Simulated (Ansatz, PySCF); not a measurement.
Cd(SeH)(SiH3) (CdH4SeSi), SMILES [SiH3][Cd][SeH].

Geometry: B3LYP-D3(BJ)/def2-SVP. The def2 effective core potentials stand for the cores of Cd; spin–orbit coupling is left out. Other conformers were not sampled.

Vertical ionisation energy (IE) and electron affinity (EA) in eV. Rows of orbital energies are one-electron estimates. Where ΔSCF, EOM or ADC give a negative EA the extra electron is unbound and the value depends on the basis.

```json
[
 {"level": "−ε(HOMO), −ε(LUMO), HF/def2-TZVPD (PySCF)", "IE": "9.10", "EA": "-1.04"},
 {"level": "−ε(HOMO), −ε(LUMO), PBE/def2-TZVPD (PySCF)", "IE": "5.64", "EA": "1.94"},
 {"level": "ΔSCF, CAM-B3LYP/def2-SVPD (Ansatz), final states of multiplicity 2 and 2", "IE": "8.77", "EA": "-0.20"},
 {"level": "ΔSCF, PBE/def2-SVPD (Ansatz), final states of multiplicity 2 and 2", "IE": "8.64", "EA": "-0.14"}
]
```

Question: What vertical singlet–triplet gap does ΔSCF give with CAM-B3LYP/def2-SVPD (Ansatz, a program for electronic structure) and with PBE/def2-SVPD (Ansatz)? (The exact figures need the calculation; the answer reports its results.)

Answer: 4.43 and 4.12 eV (triplet above singlet where positive).
